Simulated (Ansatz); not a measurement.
Born–Oppenheimer molecular dynamics of AlClFO (4 atoms, charge 0, multiplicity 2). It goes on from the last frame of an earlier run, with new velocities.

Computed with Ansatz 0.2.0, UKS B3LYP/STO-3G.

```yaml
ensemble: NVE (Milne-controlled integrator)
time_step: 1 fs
steps_asked: 400
starting_velocities_drawn_for: 500 K
seed: 740396
```

First frame:

```xyz
4
Properties=species:S:1:pos:R:3
O 1.002 0.588 1.335
Al 0.097 -0.093 0.027
F 0.247 -1.629 -0.355
Cl -1.291 1.083 -1.011
```

(1) How far do the bonds stretch over the last three quarters of this one trajectory? (Pairs bonded in most of those frames.)

Answers

(1) 
| bond | mean (Å) | spread (Å) | shortest | longest |
| --- | --- | --- | --- | --- |
| O1–Al2 | 1.734 | 0.032 | 1.68 | 1.80 |
| Al2–F3 | 1.627 | 0.024 | 1.57 | 1.67 |
| Al2–Cl4 | 2.092 | 0.047 | 2.01 | 2.17 |

Mean temperature of the second half: 312 K. The conserved energy stayed within 0.022 meV per atom of its start (net change 0.012 meV per atom), so the integration is sound. A run of 0.4 ps of so small a system gives no equilibrium averages. Limits of this set-up: minimal basis.

Time of the run: 8.3 min on 1 thread of Intel(R) Xeon(R) Platinum 8488C (Sapphire Rapids), on a shared host, peak memory 0.13 GiB.
